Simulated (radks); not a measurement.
Q: Species: Ge III. Configuration: [Ar] 3d10 4s2. All-electron calculation, Dirac Kohn-Sham, B86b exchange with PBE correlation, spin-unpolarised, spherical densities, point nucleus. Program: a radial shooting solver on a logarithmic mesh with Libxc functionals. Some entries of the table are withheld. Estimate them.

| orbital | occ. | eigenvalue (hartree) | <r> (bohr) |
|---|---|---|---|
| 1s1/2 | 2 | -403.5158 | (1) |
| 2s1/2 | 2 | (2) | 0.2098 |
| 2p1/2 | 2 | -45.56642 | 0.1812 |
| 2p3/2 | 4 | -44.39454 | 0.1848 |
| 3s1/2 | 2 | -6.92589 | 0.6240 |
| 3p1/2 | 2 | (3) | 0.6396 |
| 3p3/2 | 4 | (4) | 0.6503 |
| 3d3/2 | 4 | -1.82183 | (5) |
| 3d5/2 | 6 | -1.80024 | (6) |
| 4s1/2 | 2 | (7) | 1.940 |

A: 
(1) 1s1/2 <r> (bohr): 0.04699
(2) 2s1/2 eigenvalue (hartree): -51.13718
(3) 3p1/2 eigenvalue (hartree): -5.08905
(4) 3p3/2 eigenvalue (hartree): -4.93184
(5) 3d3/2 <r> (bohr): 0.7286
(6) 3d5/2 <r> (bohr): 0.7337
(7) 4s1/2 eigenvalue (hartree): -1.07675
